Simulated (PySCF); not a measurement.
Kr⁺: ionisation energy

Kr⁺ [Ar] 3d10 4s2 4p5 (2P) → Kr²⁺ [Ar] 3d10 4s2 4p4 (3P), as a difference of total energies. Computed with PySCF 2.14 in aug-cc-pVQZ-PP with one added diffuse shell each of s, p, d, f, g type with ECP10MDF (8s7p6d4f3g, 114 functions), with scalar relativity through the core potential. Correlated levels: valence: 3s2 3p6 3d10 frozen. The calculations carry no spin-orbit coupling.

```tsv
method	ionisation energy (eV)
UHF	23.232
LDA	24.551
PBE	24.247
PBE0	24.300
r2SCAN	24.397
BP86	24.405
BHandHLYP	24.286
MN15	23.977
MP2 (valence)	24.203
SCS-MP2 (valence)	24.222
```

How much does correlation contribute at MP2 (valence)?

24.203 − (23.232) = 0.971 eV, measured against UHF.

The reference lies between the lowest fine-structure levels, while these numbers refer to the centres of the terms.

Errors of the correlated levels include the incompleteness of this basis and the frozen core.

For comparison: 24.360 eV (measured; NIST Atomic Spectra Database, ionization energies).
